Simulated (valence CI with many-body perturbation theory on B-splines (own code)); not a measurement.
# Sensitivity of CI+MBPT for Mn¹²⁺

Computed by configuration interaction combined with many-body perturbation theory (CI+MBPT): three valence electrons over a frozen Dirac-Fock core [Ne], radial functions for each j: 6 s, 6 p, 5 d, 3 f, 1 g, with the one-electron correlation potential Σ1 (screened to all orders), the two-electron term Σ2, the three-electron term Σ3, Breit, model QED; selected single and double excitations, second order for the rest, scaled by the run's own slope (own B-spline code, finite nucleus).

No measured spectrum was set against this ion. As an estimate, levels of excited configurations hold to 0.05 to 0.15 % of their energy, terms of the ground configuration to about 0.5 %.

The reference run has the lowest level 3s²3p ²P°_1/2 and an ionisation energy of 343.630 eV. Its largest variational space holds 2966 state functions.

Names give the largest LS component (configuration and term), which can be under half, so a name can repeat, a term be missing and a line seem to break the LS rules; names also repeat where a configuration has a term twice.

Changed runs:
A. scale of Σ1 1 → 0; Breit term on → off
B. scale of Σ1 1 → 0; core polarisation of operators on → off
C. scale of Σ1 1 → 1.1
D. closed core [Ne] → [Ne] 3s1 (bad on purpose)

Excitation energies of the reference run in cm⁻¹, and shifts in cm⁻¹:

| Level | Reference | A | B | C |
| --- | --- | --- | --- | --- |
| 3s²3p ²P°_3/2 | 15311 | +336 | -98 | +10 |
| 3s3p² ⁴P_1/2 | 208230 | +438 | +616 | -62 |
| 3s3p² ⁴P_3/2 | 214350 | +586 | +572 | -58 |
| 3s3p² ⁴P_5/2 | 222271 | +816 | +526 | -53 |
| 3s3p² ²D_3/2 | 276578 | +709 | +500 | -50 |
| 3s3p² ²D_5/2 | 278185 | +818 | +477 | -48 |
| 3s3p² ²S_1/2 | 339492 | +453 | +477 | -48 |
| 3s3p² ²P_1/2 | 360854 | +616 | +453 | -46 |
| 3s3p² ²P_3/2 | 367896 | +743 | +434 | -44 |
| 3s²3d ²D_3/2 | 441070 | +1258 | +501 | -50 |
| 3s²3d ²D_5/2 | 442571 | +1400 | +444 | -44 |
| 3p³ ²D°_3/2 | 534454 | +1205 | +1107 | -112 |
| Ionisation energy (eV) | 343.630 | -0.539 | -0.677 | +0.068 |

Run D: It gave no result: the perturbation theory needs a core of closed shells. The program said: "the core must hold closed shells only".
